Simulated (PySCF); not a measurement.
Isomers of C4H14O2Si3, one GFN2-xTB conformer each. Single-point energies are computed at PBE0/pcSseg-1 (PySCF, gas phase, no added dispersion term), electronic only.

```json
{"SMILES": "COC[Si]([SiH3])([SiH3])C(C)=O", "GFN2-xTB relative energy (kcal/mol)": "91.8"}
{"SMILES": "[SiH3]COC1(O[SiH3])C[SiH2]C1", "GFN2-xTB relative energy (kcal/mol)": "24.5"}
{"SMILES": "O=C(O)[C@@H]([SiH3])C[SiH2]C[SiH3]", "GFN2-xTB relative energy (kcal/mol)": "50.1"}
{"SMILES": "CCO[SiH2]O/C([SiH3])=C\\[SiH3]", "GFN2-xTB relative energy (kcal/mol)": "0.0"}
```

Conformers: `[CH3:1][O:2][CH2:3][Si:4]([SiH3:5])([SiH3:6])[C:7]([CH3:8])=[O:9]` with C1–O2–C3–Si4 -173°, O2–C3–Si4–Si5 173°, C3–Si4–C7–C8 7°; `[SiH3:1][CH2:2][O:3][C:4]1([O:5][SiH3:6])[CH2:7][SiH2:8][CH2:9]1` with Si1–C2–O3–C4 163°, C2–O3–C4–O5 -61°, O3–C4–O5–Si6 -54°, O3–C4–C7–Si8 -103°, C4–C7–Si8–C9 -12°, C7–Si8–C9–C4 12°, O3–C4–C9–Si8 97°; `[O:1]=[C:2]([OH:3])[C@@H:4]([SiH3:5])[CH2:6][SiH2:7][CH2:8][SiH3:9]` with O1–C2–O3–H 0°, O1–C2–C4–Si5 -98°, C2–C4–C6–Si7 70°, C4–C6–Si7–C8 -173°, C6–Si7–C8–Si9 180°; `[CH3:1][CH2:2][O:3][SiH2:4][O:5]/[C:6]([SiH3:7])=[CH:8]\[SiH3:9]` with C1–C2–O3–Si4 -76°, C2–O3–Si4–O5 -177°, O3–Si4–O5–C6 -179°, Si4–O5–C6–Si7 -7°.

Question: What does PBE0/pcSseg-1 give for the same structures?

Answer: 
```
                            SMILES  PBE0/pcSseg-1 E (Eh)  PBE0/pcSseg-1 (kcal/mol)  GFN2-xTB (kcal/mol)  point group
O=C(O)[C@@H]([SiH3])C[SiH2]C[SiH3]           -1179.01243                       0.0                 50.1           C1
     CCO[SiH2]O/C([SiH3])=C\[SiH3]           -1179.00331                       5.7                  0.0           C1
      [SiH3]COC1(O[SiH3])C[SiH2]C1           -1178.96830                      27.7                 24.5           C1
     COC[Si]([SiH3])([SiH3])C(C)=O           -1178.95372                      36.8                 91.8           C1
```

GFN2-xTB puts CCO[SiH2]O/C([SiH3])=C\[SiH3] lowest instead; measured from each level's own lowest isomer, the values differ by up to 55.0 kcal/mol (COC[Si]([SiH3])([SiH3])C(C)=O: 91.8 against 36.8). As drawn, the lowest has an O–H bond and a C(=O)–O unit, which the highest lacks; the highest has an Si–Si bond, which the lowest lacks.

Question: Which frontier levels, dipoles and rotational constants go with these structures?

Answer: 
```tsv
SMILES	HOMO (eV, PBE0/pcSseg-1)	LUMO (eV)	dipole (D)	A, B, C (MHz)
O=C(O)[C@@H]([SiH3])C[SiH2]C[SiH3]	-7.84	-0.12	1.54	1999, 369.7, 335.4
CCO[SiH2]O/C([SiH3])=C\[SiH3]	-7.05	-0.52	2.41	1226, 532.0, 387.8
[SiH3]COC1(O[SiH3])C[SiH2]C1	-7.85	0.43	0.54	1147, 714.7, 501.1
COC[Si]([SiH3])([SiH3])C(C)=O	-6.64	-1.06	4.22	985.6, 664.4, 619.2
```
